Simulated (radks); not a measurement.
Coherent X-ray form factor from a spherical all-electron density. Method: scalar-relativistic Kohn-Sham, Slater X-alpha with alpha = 1.041, spin-polarised, spherical densities, point nucleus; computed with a radial shooting solver on a logarithmic mesh with Libxc functionals.

| sin(theta)/lambda (1/angstrom) | f0 (electrons) |
|---|---|
| 0.05 | 45.512 |
| 0.1 | 44.119 |
| 0.15 | 42.012 |
| 0.2 | 39.445 |
| 0.25 | 36.675 |
| 0.3 | 33.914 |
| 0.4 | 28.957 |
| 0.5 | 25.095 |
| 0.6 | 22.258 |
| 0.8 | 18.522 |
| 1 | 15.834 |
| 1.25 | 12.845 |
| 1.5 | 10.263 |
| 2 | 6.945 |

The species is in the configuration that NIST lists as its ground one. Which atom or ion scatters so?

Answer. The cadmium ion Cd2+, [Kr] 4d10. Extrapolating in s^2 from the first two rows gives f0(0) = 46.0, near the electron count 46; among species with that count, the fall with angle is slower the higher Z, and the table is that of Z = 48; from so few rows the species is fixed only to a neighbour or two.
